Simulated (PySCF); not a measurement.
C2H3O2, charge -1.

```xyz
7

C     -1.3332    -0.1716     0.0127
C      0.2056     0.0202    -0.0043
O      0.8952    -1.0203    -0.0902
O      0.5930     1.2080     0.0754
H     -1.7356     0.1989     0.9690
H     -1.6122    -1.2272    -0.1163
H     -1.7917     0.4353    -0.7839
```
Charge -1, spin multiplicity 1.

Coordinates come from a PBE0-D3(BJ)/def2-SVPD optimisation.

The numbers are results of PBE/pcSseg-2 (PySCF), not measurements. Non-relativistic, no solvent.

Computed absolute GIAO shielding of each atom: isotropic value and principal components (ppm):
```tsv
atom	σ(iso)	σ11	σ22	σ33	span
C1	154.7	116.4	161.0	186.8	70.4
C2	7.2	-81.3	47.2	55.5	136.8
O3	-42.9	-257.2	-60.8	189.1	446.3
O4	-11.3	-228.7	-30.8	225.6	454.2
H5	29.4	27.2	29.2	31.8	4.6
H6	29.9	26.2	29.7	33.9	7.8
H7	29.5	27.0	29.4	32.1	5.1
```
